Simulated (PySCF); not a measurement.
Species: C3H7FOSi.
Atom-mapped SMILES: `[O:1]=[CH:2][C@@H:3]([F:4])[CH2:5][SiH3:6]` (hydrogens: H7 on C2; H8 on C3; H9, H10 on C5; H11, H12, H13 on Si6)

Theory: PBE0-D3(BJ)/def2-SVP geometry optimisation, gas phase (PySCF).

**Question.** What internal coordinates does the optimisation give?

**Answer.** 
| bond | length (Å) |
| --- | --- |
| O1=C2 | 1.201 |
| C2–C3 | 1.513 |
| C3–F4 | 1.377 |
| C3–C5 | 1.511 |
| C5–Si6 | 1.905 |
| C2–H7 | 1.119 |
| C3–H8 | 1.109 |
| C5–H9 | 1.103 |
| C5–H10 | 1.101 |
| Si6–H11, Si6–H13 | 1.491 |
| Si6–H12 | 1.498 |

Bonds in one row agree within 0.01 Å and their mean is given. A selection of angles:
| angle | degrees |
| --- | --- |
| O1–C2–C3 | 122.9 |
| O1–C2–H7 | 122.6 |
| C3–C2–H7 | 114.5 |
| C2–C3–F4 | 107.8 |
| C2–C3–C5 | 113.4 |
| C2–C3–H8 | 106.3 |
| F4–C3–C5 | 111.4 |
| F4–C3–H8 | 107.5 |
| C5–C3–H8 | 110.1 |
| C3–C5–Si6 | 116.4 |
| C3–C5–H9 | 109.0 |
| C3–C5–H10 | 108.2 |
| Si6–C5–H9 | 108.6 |
| Si6–C5–H10 | 107.5 |
| H9–C5–H10 | 106.6 |
| C5–Si6–H11 | 113.1 |
| C5–Si6–H12 | 106.2 |
| C5–Si6–H13 | 110.6 |
| H11–Si6–H12 | 107.9 |
| H11–Si6–H13 | 110.9 |

Dihedral angles: O1–C2–C3–F4 -165° (antiperiplanar); C2–C3–C5–Si6 57° (synclinal).

Of the pairs four or more bonds apart, O1···Si6 is among the closest relative to their van der Waals radii: 2.96 Å, 82 % of the sum of Bondi's values. Si6 (SiH3 silicon) is distorted tetrahedral (angles from 106.2° to 113.1°).

Point group: C1 (no symmetry element, even within 0.4 Å). Stationary, but not proved a minimum. The numbers are those of one conformer.
